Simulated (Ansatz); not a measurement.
Abridged output of a molecular run in Ansatz:

```
Functional definition: HF
1614 factors; integrals over basis functions are off by at most 6.5e-4 eV
mean field evaluation 1: about -20584.1936 eV, gradient 4.8e1 eV
mean field evaluation 2: about -20584.4852 eV, gradient 4.8e1 eV
mean field evaluation 4: about -20589.2140 eV, gradient 4.0e0 eV
mean field evaluation 8: about -20589.2853 eV, gradient 1.4e-1 eV
mean field -20589.28536879 eV, -756.6422813843 hartree, gradient 2.0e-6 eV, S^2 0.000000; 0 other end points of the search recorded, 0 dependent functions left out
13 core orbitals not correlated: weight in the atoms' cores, before any rotation towards them, 1.000 or more for the frozen orbitals, at most 0.000 for the correlated occupied ones
reference -20589.28536879 eV, -756.6422813843 hartree; 15, 15 occupied and 247, 247 virtual orbitals, 1614 factors
second order -22.15289809 eV of doubles, -0.00000000 eV of singles
cycle   1  -22.76260004 eV  change   -6.1e-1 eV  update   1.1e-1
cycle   2  -23.39766319 eV  change   -6.4e-1 eV  update   3.3e-2
cycle   3  -23.54095275 eV  change   -1.4e-1 eV  update   1.7e-2
cycle   4  -23.52262196 eV  change    1.8e-2 eV  update   3.8e-3
cycle   5  -23.52233688 eV  change    2.9e-4 eV  update   1.7e-3
cycle   6  -23.52297976 eV  change   -6.4e-4 eV  update   4.7e-4
cycle   7  -23.52270316 eV  change    2.8e-4 eV  update   1.7e-4
cycle   8  -23.52266293 eV  change    4.0e-5 eV  update   4.9e-5
cycle   9  -23.52268863 eV  change   -2.6e-5 eV  update   1.8e-5
perturbative correction -0.80198592 eV, -0.0294724390 hartree
Total energy: -20613.61004334 eV, -757.5361966861 hartree
```

Its atoms:

```xyz
12

Si    1.780   -1.490   -0.320
O     0.497   -0.469   -0.116
B    -0.802   -0.515   -0.519
O    -1.638    0.498   -0.194
Si   -1.328    1.880    0.670
H     1.365   -2.691   -1.088
H     2.843   -0.760   -1.053
H     2.274   -1.887    1.019
H    -1.220   -1.439   -1.159
H    -0.277    2.687    0.001
H    -2.597    2.642    0.710
H    -0.898    1.544    2.050
```

(1) Which basis set was used?
A. def2-TZVPP
B. cc-pV(Q+d)Z
C. def2-SVPD
D. def2-TZVPPD

(2) Write the keys of the input that set method, charge and spin (a neutral closed shell needs none for the last two).

Results:

(1) A. It gives 275 functions.

(2) 
```yaml
correlation: {method: ccsd_t}
```
